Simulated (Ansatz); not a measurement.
Reaction (substitution at a C–C bond): `FC(F)C[SiH3]` + `[SiH3][TeH]` → `[SiH3]C[Te][SiH3]` + `FCF`

Calculated with Ansatz (gas phase, PBE0-D4/def2-TZVP geometries, no zero-point term in ΔE). CBS: MP2 limit from def2 TZ/QZ plus the TZ coupled-cluster correction, frozen cores. This one scheme is used for every species. Functionals use def2-TZVPP. HSE06 is defined as in plane-wave codes. Elements past krypton have def2 core potentials. For Te outer-core shells are correlated without core-valence functions, which leaves a few kJ/mol of doubt a bond. One conformer a species, not always the lowest.

```tsv
level	ΔE (kJ/mol)	difference from CCSD(T)/CBS
HSE06-D4	14.6	6.1
BHLYP-D4	13.2	4.7
PBE-QIDH	15.9	7.4
revPBE	17.2	8.7
r2SCAN	22.1	13.6
r2SCANh	22.4	13.9
HF/def2-SVP	39.9	31.4
CCSD(T)/def2-TZVPP	13.5	5.0
HF/CBS(def2)	27.7	19.2
CCSD/CBS(def2)	12.1	3.6
CCSD(T)/CBS	8.5	0
```

Largest T1 diagnostic among the species: 0.011.

At CCSD(T), def2-SVP lies +25.3 kJ/mol from the extrapolated value and def2-TZVPP +5.0 kJ/mol. In def2-TZVPP, CCSD(T) changes the Hartree–Fock value by −15.1 kJ/mol (the triples alone add −3.6 kJ/mol) and MP2 by −23.6 kJ/mol. The D4 term adds −11.2 kJ/mol with B3LYP and −6.2 kJ/mol with PBE0; it sums over pairs of atoms, weighted by their polarisabilities, and B3LYP, whose exchange is more repulsive, gets the larger term.

CCSD(T)/CBS has its own doubt, a few kJ/mol and more with outer-core shells, so smaller differences from it don't rank the levels.

B3LYP here is the variant with VWN-RPA as its local correlation; programs differ in this.
